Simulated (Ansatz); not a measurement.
Coupled-cluster diagnostics for the cluster SnO₃H₂, Ansatz.

Geometry of the singlet (PBE-D4/def2-SVP):

```xyz
6

Sn    1.516    0.171    0.204
O     0.130    0.596    1.631
O     0.068    0.398   -1.354
O    -0.103   -1.064   -1.088
H    -0.947   -1.064   -0.583
H    -0.664    0.963    1.189
```

In the def2 sets Sn takes a core potential; there is no spin–orbit coupling. Correlated methods freeze 7 core orbitals; core or outer-core shells of Sn are correlated, in sets that lack core-valence functions. The structure holds one bond between oxygen atoms, so isomers without such links may lie far lower. The structure comes from a short search, and lower isomers may exist.

(1) Estimate the CCSD(T) correlation energy, the shares of MP2 and (T), T1 and the reference's ⟨S²⟩ for: charge 0, singlet, own geometry in def2-TZVPP; and the rough time on 4 threads of Arm Neoverse V1 on a shared host.

## Answers

(1) 
```tsv
state	basis	correlation (eV)	MP2 share (%)	(T) share (%)	T1	⟨S²⟩ (pure)	wall time
charge 0, singlet, own geometry	def2-TZVPP	-29.296	97.0	3.8	0.019	0.00 (0.00)	47 s
```
Customary marks for T1 are 0.02 (closed shells), 0.045 (open shells) and about 0.05 (3d metals). T1 stays under 0.02 throughout.
